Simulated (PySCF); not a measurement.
Compound: C2H7FOSi2.
Numbering: `[OH:1][Si@@H:2]1[CH2:3][SiH2:4][C@@H:5]1[F:6]` (hydrogens: H7 on O1; H8 on Si2; H9, H10 on C3; H11, H12 on Si4; H13 on C5)

Method: PySCF 2.14.0, PBE0-D3(BJ)/def2-SVP geometry optimisation, gas phase.

(1) What internal coordinates does the optimisation give?

Results:

(1) 
```
   bond  length (Å)   order
 O1–Si2       1.666  single
 Si2–C3       1.887  single
 C3–Si4       1.904  single
 Si4–C5       1.929  single
  C5–F6       1.388  single
 Si2–C5       1.915  single
  O1–H7       0.965  single
 Si2–H8       1.493  single
  C3–H9       1.100  single
 C3–H10       1.103  single
Si4–H11       1.495  single
Si4–H12       1.492  single
 C5–H13       1.106  single
```

Orders are formal, as drawn. A selection of angles:
```
      angle  degrees
  Si2–O1–H7    112.1
  O1–Si2–C3    111.7
  O1–Si2–C5    104.6
  O1–Si2–H8    110.9
  C3–Si2–C5     90.2
  C3–Si2–H8    117.4
  C5–Si2–H8    120.2
 Si2–C3–Si4     88.1
  Si2–C3–H9    116.7
 Si2–C3–H10    112.8
  Si4–C3–H9    116.9
 Si4–C3–H10    112.7
  H9–C3–H10    108.6
  C3–Si4–C5     89.2
 C3–Si4–H11    116.7
 C3–Si4–H12    112.2
 C5–Si4–H11    116.6
 C5–Si4–H12    110.6
H11–Si4–H12    110.1
  Si4–C5–F6    118.3
 Si4–C5–H13    111.5
  F6–C5–H13    109.4
 Si2–C5–Si4     86.6
  Si2–C5–F6    114.6
 Si2–C5–H13    115.1
```

Dihedral angles: O1–Si2–C3–Si4 -87° (synclinal); Si2–C3–Si4–C5 -18° (synperiplanar); C3–Si4–C5–F6 134° (anticlinal); O1–Si2–C5–Si4 94° (anticlinal); H7–O1–Si2–C3 115° (anticlinal).

Si2 (oxygen-bound silicon) has angles from 90.2° to 120.2°. The 4-membered ring Si2–C3–Si4–C5 has internal angles of 86.6° to 90.2°; it is puckered, 0.15 Å rms from its mean plane, widest ring torsion 18°. The 4 C–Si bonds span 1.887 Å (Si2–C3, drawn single) to 1.929 Å (Si4–C5, drawn single), a spread of 0.042 Å. Of the pairs four or more bonds apart, F6···H7 is among the closest relative to their van der Waals radii: 2.43 Å, 91 % of the sum of Bondi's values. Si4 (SiH2 silicon) has angles from 89.2° to 116.7°.

Point group: C1 (no symmetry element, even within 0.4 Å). Stationary, but not proved a minimum. One conformer, not necessarily the lowest (H–O1–Si2–C3 115°, O1–Si2–C3–Si4 -87°, Si2–C3–Si4–C5 -18°, C3–Si4–C5–F6 134°, O1–Si2–C5–Si4 94°).

The run took 3.4 min on an Arm Neoverse N1 with one thread, shared host with 64 logical CPUs at a one-minute load of 58, and the process peaked at 0.51 GiB of memory. These figures are those of the optimisation.
